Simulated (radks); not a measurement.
Ionisation of neutral neodymium, [Xe] 4f4 6s2, to [Xe] 4f4 6s1 as the strength of local exchange is varied. Calculated with a radial shooting solver on a logarithmic mesh with Libxc functionals: scalar-relativistic Kohn-Sham, Slater X-alpha exchange (alpha = 2/3 is LDA exchange), no correlation, spin-polarised, spherical densities, finite nucleus; open shells are filled with parallel spins first (spin-orbit coupling, left out, can overturn this in heavy ions); Fermi nuclear charge, rms radius 4.9123 fm.

| alpha | E(Nd) (hartree) | exchange (hartree) | IE (eV) | -e of the level emptied (eV) | <r> of it (bohr) |
|---|---|---|---|---|---|
| 0.574 | -9581.6565 | -179.7099 | 4.293 | 2.363 (6s) | 4.731 |
| 0.652 | -9606.1914 | -204.6842 | 4.565 | 2.640 (6s) | 4.639 |
| 0.667 | -9610.9172 | -209.5009 | 4.621 | 2.698 (6s) | 4.619 |
| 0.709 | -9624.1625 | -223.0121 | 4.780 | 2.865 (6s) | 4.564 |
| 0.8 | -9652.9253 | -252.4096 | 5.140 | 3.248 (6s) | 4.445 |

NIST Atomic Spectra Database: 5.525 eV (measured). The central value is not met in this range of alpha. Open shells are spherical and high-spin; term and fine-structure splittings are not resolved. Spin-orbit splitting is averaged out at the scalar-relativistic level.
